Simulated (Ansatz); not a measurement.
Isolated molecules relaxed with PBE0-D4/def2-TZVP in Ansatz; ΔE leaves out vibrations. CCSD(T)/CBS is the MP2 limit (def2-TZVPP, def2-QZVPP) plus CCSD(T) − MP2 in def2-TZVPP, frozen cores. This one scheme is used for every species. DFT in def2-TZVPP. For Ge outer-core shells are correlated without core-valence functions, which leaves a few kJ/mol of doubt a bond. Scalar relativity is left out up to krypton. Each species was taken in one conformer, which may not be the lowest.

Reaction (formal exchange of groups at a Ge–S bond): `[OH][Ge]([OH])([SH])[Cl]` + SiH₄ → `[OH][Ge]([OH])([SiH3])[Cl]` + H₂S

```csv
species,BLYP-D4 energy (Eh)
`[OH][Ge]([OH])([SH])[Cl]`,-3087.92215
SiH₄,-291.87864
`[OH][Ge]([OH])([SiH3])[Cl]`,-2980.39175
H₂S,-399.40067
```

**Question.** Work out ΔE.

**Answer.** ΔE = (-2980.39175) + (-399.40067) − (-3087.92215) − (-291.87864) = 0.00837 Eh = +5.3 kcal/mol. CCSD(T)/CBS gives +6.0 kcal/mol.

Largest T1 diagnostic among the species: 0.012.

Leaving LDA and LC-ωPBE aside and taking each functional with its dispersion term where it has one, the values, not all of them listed here, spread over 2.3 kcal/mol, from PBE-D4 to PBE-QIDH. At CCSD(T), def2-SVP lies +1.9 kcal/mol from the extrapolated value and def2-TZVPP +0.9 kcal/mol. From PBE to PBE0 (25 % exact exchange), in def2-TZVPP and without D4, ΔE moves by +0.8 kcal/mol.
